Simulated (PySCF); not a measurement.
## Calculated data, CH₇BGeSi, BGeH₆Si

Computed with PySCF 2.14.0. Calculation on a computer-drawn molecule: the log of a Hartree-Fock and frozen-core CCSD(T) single point meant for a local Hartree-Fock minimum, with one planted fault or none, to be diagnosed. Offsets are logged minus clean, where the clean run is the same molecule without the fault. The reference is restricted for singlets and unrestricted otherwise, and also for a bond in bohr or an excited solution. Adding or removing an electron swaps singlet and doublet. The excited solution moves the top pair (singlet) or top alpha electron (doublet) to the lowest empty orbital. Highest occupied and lowest empty are orbital energies over both spins, largest force is the largest gradient component, triples share is (T) over the correlation energy, the T1 limit is 0.02 restricted and 0.045 unrestricted, electrons count all cores, a negative frequency is imaginary (commonest isotopes), and the dipole is about the centre of nuclear charge; on germanium a core potential holds 10 electrons, which the energies leave out, and 3d is frozen in MP2 and coupled-cluster steps.

Common to all runs: meant charge 0; meant basis cc-pV(D+d)Z; meant basis and core potential on germanium cc-pVDZ-PP ECP10MDF; logged SCF converged yes; possible faults no fault, one electron removed, one electron added, multiplicity raised by two, geometry at a saddle point, SCF held on an excited solution, minimal basis STO-3G, one bond length entered in bohr, all coordinates scaled.

(1) 
```xyz
11
formula=CH7BGeSi meant_multiplicity=1 logged_electrons=64 logged_basis_functions=109 logged_spin_squared=0 logged_highest_occupied=-3.5903 logged_lowest_empty=-4.1601 logged_largest_force=0.11031 logged_dipole_magnitude=6.715 logged_SCF_stable_within_its_kind=no logged_energy_HF=-648.4107 planted_fault=SCF_held_on_an_excited_solution HF_energy_offset_from_clean_run=273.4
B     -0.3348    -2.6025     0.9616
Si    -0.5878    -0.7411     1.7545
C     -0.3497     0.6872     0.5870
Ge     0.0692     0.6435    -1.1290
H     -0.0492    -2.8318    -0.1820
H     -0.4793    -3.5542     1.6815
H     -1.9561    -0.6930     2.3458
H      0.3505    -0.6187     2.9072
H     -0.4804     1.6886     0.9923
H      0.3021    -0.6327    -1.9180
H      0.2325     1.9031    -1.9668
```

Units: logged_highest_occupied, logged_lowest_empty in eV; logged_largest_force in hartree/bohr; logged_dipole_magnitude in debye; logged_energy_HF in hartree; HF_energy_offset_from_clean_run in kcal/mol.

Drawn bonds:
```tsv
atom	other atom	order
1	2	1
2	3	1
3	4	2
1	5	1
1	6	1
2	7	1
2	8	1
3	9	1
4	10	1
4	11	1
```

Notes: coupled-cluster numbers left out as unreliable.

(2) 
```xyz
9
formula=BGeH6Si meant_multiplicity=2 logged_electrons=57 logged_basis_functions=90 logged_spin_squared=3.7698 logged_highest_occupied=-6.9768 logged_lowest_empty=-2.0015 logged_largest_force=0.059224 logged_T1_diagnostic=0.020409 logged_D1_diagnostic=0.095963 logged_triples_share=0.026865 logged_CC_converged=yes logged_dipole_magnitude=2.2443 logged_SCF_stable_within_its_kind=yes logged_energy_HF=-610.29785 logged_energy_CCSD(T)=-610.62195 planted_fault=multiplicity_raised_by_two HF_energy_offset_from_clean_run=83.35 CCSD(T)_energy_offset_from_clean_run=89.72
B     -0.2210    -1.8831     0.3905
Si    -0.6511    -0.0432    -0.3402
Ge     1.4186     0.7627    -1.2799
H      0.2000    -2.0178     1.5054
H     -0.2950    -2.8538    -0.3100
H     -1.0739     0.9294     0.6961
H     -1.6561    -0.0518    -1.4302
H      2.5502     0.9314    -0.2533
H      1.9465    -0.0826    -2.4502
```

Units: logged_highest_occupied, logged_lowest_empty in eV; logged_largest_force in hartree/bohr; logged_dipole_magnitude in debye; logged_energy_HF, logged_energy_CCSD(T) in hartree; HF_energy_offset_from_clean_run, CCSD(T)_energy_offset_from_clean_run in kcal/mol.

Drawn bonds:
```tsv
atom	other atom	order
1	2	1
2	3	1
1	4	1
1	5	1
2	6	1
2	7	1
3	8	1
3	9	1
```
